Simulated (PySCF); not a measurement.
A side-by-side comparison of computed properties.

First species: C5H10S2Si.
SMILES: `CCC#C[Si@H](S)SC`

Second species: C6H16OSSi.
Atom-mapped SMILES: `[CH3:1][CH2:2][C@@H:3]([CH3:4])[Si@@H:5]([O:6][CH3:7])[S:8][CH3:9]` (hydrogens: H10, H11, H12 on C1; H13, H14 on C2; H15 on C3; H16, H17, H18 on C4; H19 on Si5; H20, H21, H22 on C7; H23, H24, H25 on C9)

Levels: PBE0/pcSseg-1 for dipole moment, HOMO energy, LUMO energy and HOMO–LUMO gap; GFN2-xTB for rotational constant A and rotational constant C. Geometries: GFN2-xTB. Each species is one conformer at its optimised geometry, gas phase, non-relativistic unless stated; the electronic structure was computed with PySCF and density fitting.

The conformers computed, where there is a choice (atom-mapped SMILES and torsion angles):
- `[CH3:1][CH2:2][C:3]#[C:4][Si@H:5]([SH:6])[S:7][CH3:8]`: C4–Si5–S7–C8 -58°, H–S6–Si5–C4 -113°
- `[CH3:1][CH2:2][C@@H:3]([CH3:4])[Si@@H:5]([O:6][CH3:7])[S:8][CH3:9]`: C1–C2–C3–C4 64°, C2–C3–Si5–O6 -178°, C3–Si5–O6–C7 -61°, C3–Si5–S8–C9 -167°

```json
{"property": "dipole moment", "column X": "2.40 D", "column Y": "3.44 D"}
{"property": "HOMO energy", "column X": "-6.60 eV", "column Y": "-6.95 eV"}
{"property": "LUMO energy", "column X": "0.66 eV", "column Y": "-0.66 eV"}
{"property": "HOMO–LUMO gap", "column X": "7.26 eV", "column Y": "6.29 eV"}
{"property": "rotational constant A", "column X": "1.438 GHz", "column Y": "1.361 GHz"}
{"property": "rotational constant C", "column X": "0.570 GHz", "column Y": "0.476 GHz"}
```

Problem. Which column belongs to which species?

Solution. Column X is the second species and column Y the first. The first has 18 atoms and 86 electrons, the second 25 and 90.

Problem. How does each property change from the first species to the second?

Solution. dipole moment -1.04 D; HOMO energy +0.35 eV; LUMO energy +1.32 eV; HOMO–LUMO gap +0.97 eV; rotational constant A +0.077 GHz; rotational constant C +0.094 GHz.

On the first: A dipole of 3.44 D is allowed in C1, and pure rotational transitions are dipole-allowed. The dipole equals about 11.5 × 10⁻³⁰ C·m (1 D = 3.33564 × 10⁻³⁰ C·m).

On the second: The dipole matches unit charges of opposite sign 0.50 Å apart (1 e·Å = 4.8032 D).
